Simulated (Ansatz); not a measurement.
The cluster Co2S, relaxed as a singlet with RKS B3LYP-D4/def2-TZVP in Ansatz, starting from the GFN1-xTB geometry. Force threshold 0.02 eV/Å.

The restricted singlet is unstable towards broken spin symmetry at other levels; at B3LYP-D4/def2-TZVP this wasn't settled. At B3LYP-D4/def2-TZVP a quintet of charge 0 lies 4.43 eV below the restricted singlet, each at its own geometry. The structure comes from a short search, and lower isomers may exist.

Start:

```xyz
3

Co    1.080    1.694   -0.096
Co   -1.119   -1.668    0.117
S     0.038   -0.026   -0.021
```

```json
{"step": "1", "energy (eV)": "-86088.9904", "largest force component (eV/Å)": "1.171", "SCF passes": "116"}
{"step": "2", "energy (eV)": "-86089.1036", "largest force component (eV/Å)": "0.694", "SCF passes": "73"}
{"step": "3", "energy (eV)": "-86089.1474", "largest force component (eV/Å)": "0.481", "SCF passes": "60"}
{"step": "4", "energy (eV)": "-86089.1556", "largest force component (eV/Å)": "0.155", "SCF passes": "43"}
{"step": "5", "energy (eV)": "-86089.1567", "largest force component (eV/Å)": "0.031", "SCF passes": "39"}
{"step": "6", "energy (eV)": "-86089.1567", "largest force component (eV/Å)": "0.001", "SCF passes": "24"}
```

Force components are those of the run's own axes.

End:

```xyz
3

Co    1.034    1.581   -0.100
Co   -1.034   -1.581    0.101
S     0.000    0.000    0.000
```

By distances, no bond broke or formed. The bond that changes most is Co2–S3, from 2.01 to 1.89 Å (atoms count from 1).

No frequencies were taken in this run, so the end may be a saddle point.

Run time 70 s (4 threads of Intel Xeon on a shared host).
